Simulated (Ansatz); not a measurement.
`C[Si](C)(F)S`, relaxed with RKS PBE0-D4/def2-TZVP in Ansatz 0.2.0 from a PBE-D4/def2-SVP geometry. The force threshold is 0.005 eV/Å; the program also tests the step.

The species carries charge 0 and has multiplicity 1.

Start:

```xyz
12

C    -0.785    1.300   -0.628
Si    0.206   -0.284   -0.502
C    -0.188   -1.252    1.052
F    -0.157   -1.225   -1.802
S     2.333    0.077   -0.715
H    -0.539    1.986    0.209
H    -0.564    1.826   -1.578
H    -1.874    1.087   -0.585
H     0.087   -0.673    1.957
H     0.375   -2.206    1.072
H    -1.272   -1.479    1.107
H     2.379    0.842    0.412
```

How much energy does the relaxation release, and in how many steps? (An estimate is asked.)

Computed: 1.67 kcal/mol, in 6 steps.

Which bonds change most? (Best estimate.)

Ansatz gave: Si2–F4 from 1.646 to 1.603 Å; Si2–S5 from 2.168 to 2.143 Å; S5–H12 from 1.363 to 1.344 Å; Si2–C3 from 1.873 to 1.854 Å.

Give the relaxed structure. (An estimate is asked.)

The calculation gave: 
```xyz
12

C    -0.780    1.288   -0.623
Si    0.201   -0.280   -0.497
C    -0.187   -1.241    1.041
F    -0.142   -1.197   -1.767
S     2.303    0.076   -0.705
H    -0.532    1.967    0.196
H    -0.568    1.800   -1.563
H    -1.852    1.077   -0.574
H     0.087   -0.672    1.933
H     0.366   -2.182    1.056
H    -1.257   -1.463    1.097
H     2.362    0.828    0.407
```
